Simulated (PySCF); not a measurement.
A structure optimised at ωB97X-D3(BJ)/def2-SVP, used in a PySCF frequency run:

```
Si
O 1 1.6862
H 2 0.9630 1 115.94
H 1 1.4989 2 111.59 3 -61.36
Si 1 2.3310 4 108.79 2 117.60
H 5 1.4912 1 114.39 4 -52.62
H 5 1.4935 6 109.29 1 123.76
H 5 1.4999 6 108.35 7 116.71
Si 1 2.3401 4 111.48 2 -126.87
O 9 1.6797 1 107.98 4 -62.22
H 10 0.9627 9 116.76 1 -45.18
H 9 1.4909 10 105.47 11 -166.82
C 9 1.8773 12 109.66 10 122.06
H 13 1.1016 9 111.87 12 -54.91
H 13 1.1025 14 108.30 9 122.75
H 13 1.1031 14 108.52 15 116.29
```

Write its SMILES and formula.

C[Si@@H](O)[Si@H](O)[SiH3], CH10O2Si3

What are its rotational constants (standard atomic weights)?

2.0250, 1.2042, 0.99400 GHz
